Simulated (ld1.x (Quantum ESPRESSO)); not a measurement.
## Reading a pseudo-wave (N)

Columns: radius, all-electron u(r) and pseudo u(r) of the 2p shell (level -7.09 eV) of nitrogen in the configuration [He] 2s2 2p3; PBE, scalar-relativistic, TM scheme, ld1.x (Quantum ESPRESSO) 7.5.

```
r (bohr)  all-electron  pseudo
   0.075        0.0444  0.0184
   0.150        0.1398  0.0717
   0.225        0.2510  0.1544
   0.300        0.3604  0.2580
   0.375        0.4594  0.3722
   0.450        0.5443  0.4859
   0.525        0.6146  0.5893
   0.600        0.6712  0.6749
   0.675        0.7146  0.7389
   0.750        0.7459  0.7807
   0.825        0.7664  0.8028
   0.900        0.7775  0.8092
   0.975        0.7809  0.8045
   1.050        0.7778  0.7929
   1.125        0.7694  0.7775
   1.200        0.7568  0.7603
   1.275        0.7409  0.7420
   1.350        0.7225  0.7227
   1.425        0.7022  0.7022
   1.500        0.6805  0.6805
   1.575        0.6578  0.6578
   1.650        0.6346  0.6346
   1.725        0.6111  0.6111
   1.800        0.5875  0.5875
   1.875        0.5641  0.5641
   1.950        0.5410  0.5410
```

Problem. How many radial nodes do the two functions have?

Solution. The all-electron 2p function has n − l − 1 = 0; the pseudo-wave has 0.

Problem. At about which radius was the pseudo-wave matched?

Solution. 1.50 bohr. The columns agree to 0.0005 from 1.35 bohr on; several derivatives are matched, so the curves merge somewhat inside the radius.

Problem. Is the pseudo-wave norm-conserving?

Solution. Yes: the TM scheme keeps the norm inside the radius equal to the all-electron one, which fixes the energy derivative of the logarithmic derivative at the level.
